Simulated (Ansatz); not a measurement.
`C[SiH2]SSC` + H–F → `C[SiH2]F` + `CSS` at 298.15 K and 1 bar (ligand exchange at the Si–S bond).

Isolated molecules relaxed with PBE0-D4/def2-TZVP in Ansatz; ΔE leaves out vibrations. CCSD(T)/CBS is the MP2 limit (def2-TZVPP, def2-QZVPP) plus CCSD(T) − MP2 in def2-TZVPP, frozen cores. This one scheme is used for every species. Each species was taken in one conformer, which may not be the lowest.

```tsv
species	CCSD(T)/CBS energy (Eh)	H − E (kJ/mol)	S (J/(mol·K))
`C[SiH2]SSC`	-1165.58998	274.2	385.1
H–F	-100.39570	33.5	173.6
`C[SiH2]F`	-430.00374	162.8	286.2
`CSS`	-836.00794	141.3	294.2
```

H − E and S are ideal-gas, rigid-rotor, harmonic terms from PBE0-D4/def2-TZVP, for one conformer and one mirror image of each species. 1 Eh = 2625.50 kJ/mol, R = 8.31446 J/(mol·K).

**Question.** By hand: ΔE, ΔH, ΔS and ΔG.

**Answer.** ΔE = (-430.00374) + (-836.00794) − (-1165.58998) − (-100.39570) = -0.02600 Eh = -68.3 kJ/mol. Δ(H − E) = 162.8 + 141.3 − 274.2 − 33.5 = -3.6, so ΔH = -71.9 kJ/mol. ΔS = 286.2 + 294.2 − 385.1 − 173.6 = 21.7 J/(mol·K). ΔG = -71.9 − 298.15 × (21.7)/1000 = -78.4 kJ/mol.

**Question.** By hand: the equilibrium constant, and the temperature at which ΔG would vanish if ΔH and ΔS stayed fixed.

**Answer.** log₁₀ K = −ΔG/(RT ln 10) = 13.7. ΔH and −TΔS have one sign here, so there is no such temperature.

ΔH outweighs TΔS. A doubt of 5 kJ/mol in ΔE shifts log₁₀ K by 0.9 here. Other conformers and mirror images would add mixing entropy, several J/(mol·K) or more a flexible species. These are equilibria of isolated gas molecules and say nothing of rates. Largest T1 diagnostic: 0.011 (customary marks: 0.02 for closed shells, 0.045 for open ones).
